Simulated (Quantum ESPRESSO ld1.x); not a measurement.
Values are calculated unless marked as measured or tabulated.
One sound ld1.x (Quantum ESPRESSO 7.5) input for neutral rhenium gives E = -16682.603 hartree in 29 iterations:

```
 &input
    zed=75.0,
    iswitch=1,
    rel=1,
    dft='PW',
    config='[Xe] 4f14 5d5 6s2',
    verbosity='high',
    prefix='ld1',
    max_out_wfc=37,
    file_charge='ld1.rho',
 /
```

Changed or added lines, one case at a time, and what came of them:

- rel=2 lsd=1: refused. The program stops in ld1_readin with "local spin density and spin-orbit not allowed": spin polarisation goes with rel = 0 or 1 alone.
- config='[Xe] 4f14 5d5 6s2 7s4': refused. The program stops in el_config with "wrong occupancy:4": an s shell holds at most 2 electrons.
- rel=2 cau_fact=59.81: crashed. The program stops in dirsol with "no classical turning point found": with c below Z the Dirac equation of a point nucleus has no 1s solution.
- config='[Xe] 4f14 5d5 6s2 8s1': refused. The program stops in el_config with "wrong main quantum number": the config string takes n from 1 to 7 alone.
- dx=0.2: silently wrong. The radial step is too large to integrate the orbitals; the run ends without a warning, but the energy is off by +1.058 hartree against the default mesh.
- config='[Yb] 4f14 5d5 6s2': refused. The program stops in el_config with "wrong core: Yb": the cores known are He, Ne, Ar, Kr, Xe, Hg and Rn.
- dft='HF': refused. The program stops in ld1_setup with "HF not implemented yet": ld1.x has no Hartree-Fock; KLI and OEP are its exact-exchange options.
